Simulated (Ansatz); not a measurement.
Reaction (substitution at a C–Si bond): `[SiH3]C1=C[SiH2]1` + HI → `IC1=C[SiH2]1` + SiH₄

Program: Ansatz. Geometries: PBE0-D4/def2-TZVP. ΔE: electronic, gas phase. CCSD(T)/CBS is the MP2 limit (def2-TZVPP, def2-QZVPP) plus CCSD(T) − MP2 in def2-TZVPP, frozen cores. This one scheme is used for every species. Functionals use def2-TZVPP. B3LYP here is the variant with VWN-RPA as its local correlation; programs differ in this. HSE06 is defined as in plane-wave codes. def2 core potentials past Kr. For I outer-core shells are correlated without core-valence functions, which leaves a few kJ/mol of doubt a bond.

| level | ΔE (kJ/mol) | difference from CCSD(T)/CBS |
| --- | --- | --- |
| r2SCAN-D4 | 44.5 | -0.1 |
| B3LYP-D4 | 43.2 | -1.4 |
| ωB97X-V | 48.9 | 4.3 |
| PBE-QIDH | 46.3 | 1.7 |
| HSE06 | 45.3 | 0.7 |
| BHLYP | 49.9 | 5.3 |
| CCSD(T)/def2-SVP | 51.4 | 6.8 |
| MP2/def2-TZVPP | 39.1 | -5.5 |
| HF/def2-QZVPP | 54.3 | 9.7 |
| CCSD/CBS(def2) | 47.8 | 3.2 |
| CCSD(T)/CBS | 44.6 | 0 |

Largest T1 diagnostic among the species: 0.013.

Leaving LDA and LC-ωPBE aside and taking each functional with its dispersion term where it has one, the values, not all of them listed here, spread over 13.2 kJ/mol, from BLYP-D4 to ωB97M-V. LDA lies +5.3 kJ/mol from PBE without D4. From PBE to PBE0 (25 % exact exchange), in def2-TZVPP and without D4, ΔE moves by +6.5 kJ/mol.
